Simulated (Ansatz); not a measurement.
SiH3OF3, singlet: a nudged elastic band.

Input (in.yaml):

```yaml
crystal:
  periodic: [false, false, false]
  atoms:
    - {symbol: Si, position_ang: [-0.784773, 0.395306, -0.560163]}
    - {symbol: O, position_ang: [0.640354, -0.298644, -0.174360]}
    - {symbol: F, position_ang: [-1.622129, -0.572166, -1.484587]}
    - {symbol: F, position_ang: [-0.534432, 1.706581, -1.402812]}
    - {symbol: H, position_ang: [-1.494608, 0.689132, 0.681775]}
    - {symbol: H, position_ang: [1.157327, -0.606979, 1.453682]}
    - {symbol: F, position_ang: [1.383141, -0.748642, 2.348894]}
    - {symbol: H, position_ang: [1.255119, -0.564687, -0.862329]}
basis:
  gaussian: {orbitals: def2-SVP}
hamiltonian: {xc: pbe0, dispersion: d4}
neb:
  images: 5
  climbing: true
  max_iterations: 30
  initial_path: idpp
  final_atoms:
    - {symbol: Si, position_ang: [-0.968038, 0.583185, 0.346534]}
    - {symbol: O, position_ang: [1.481519, -1.011522, -0.201180]}
    - {symbol: F, position_ang: [-1.266037, -0.455723, -0.801924]}
    - {symbol: F, position_ang: [0.197247, 1.551261, -0.091683]}
    - {symbol: H, position_ang: [-2.173628, 1.386278, 0.560051]}
    - {symbol: H, position_ang: [2.102765, -0.359462, -0.534563]}
    - {symbol: F, position_ang: [-0.608457, -0.152277, 1.685665]}
```

Run by:

```bash
ansatz run in.yaml --threads 4 --pin off --events-out ev --progress --plain --max-ram 9574MiB
```

What Ansatz 0.2.0 printed:

```
Error: invalid value for `neb.final_atoms`: lists 7 atoms but crystal.atoms has 8 — the final endpoint must contain the same atoms in the same order
```

The run took about 0.05 s on 4 CPU threads of an Arm Neoverse V1 (shared host).


The program refused the input. The final structure lists one atom fewer than the first.